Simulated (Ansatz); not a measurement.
`[SiH3][NH][AlH][Cl]` and `[SiH3][N]([SiH3])[AlH][Cl]` differ in one atom or group.

Ansatz, PBE0-D4/def2-TZVP geometries, multiplicity 1. Each molecule was computed in one conformer, which needn't be the lowest.

```csv
property,`[SiH3][NH][AlH][Cl]`
LUMO energy (B3LYP/def2-TZVPP) / eV,-0.95
size of the dipole moment (PBE/def2-TZVPP) / D,1.89
HOMO energy (ωB97M-V/def2-TZVPP) / eV,-10.21
"ideal-gas entropy at 298 K and 1 bar (rigid rotor, harmonic PBE0-D4/def2-TZVP) / J/(mol·K)",352
LUMO energy (PBE0/def2-TZVPP) / eV,-0.75
HOMO–LUMO gap (PBE/def2-TZVPP) / eV,5.09
```

**Question.** Give the same properties after the change, and the shifts. (An estimate is asked.)

**Answer.** The calculation gave: 
```csv
property,`[SiH3][N]([SiH3])[AlH][Cl]`,shift
LUMO energy (B3LYP/def2-TZVPP) / eV,-1.25,-0.30
size of the dipole moment (PBE/def2-TZVPP) / D,0.90,-0.99
HOMO energy (ωB97M-V/def2-TZVPP) / eV,-10.25,-0.04
"ideal-gas entropy at 298 K and 1 bar (rigid rotor, harmonic PBE0-D4/def2-TZVP) / J/(mol·K)",403,51
LUMO energy (PBE0/def2-TZVPP) / eV,-1.05,-0.30
HOMO–LUMO gap (PBE/def2-TZVPP) / eV,4.92,-0.17
```

With PBE0 the HOMO falls by 0.09 eV and the LUMO falls by 0.30 eV, so the gap narrows by about 0.21 eV. PBE moves the HOMO by -0.13 eV and ωB97M-V by -0.04 eV. The zero-point energy changes by 41.5 kJ/mol with +9 modes. Dipoles are sizes alone; their direction can turn. Modes under 60 cm⁻¹, often nearly free rotors, make the harmonic entropy too high.

B3LYP here is the variant with VWN-RPA as its local correlation; programs differ in this.
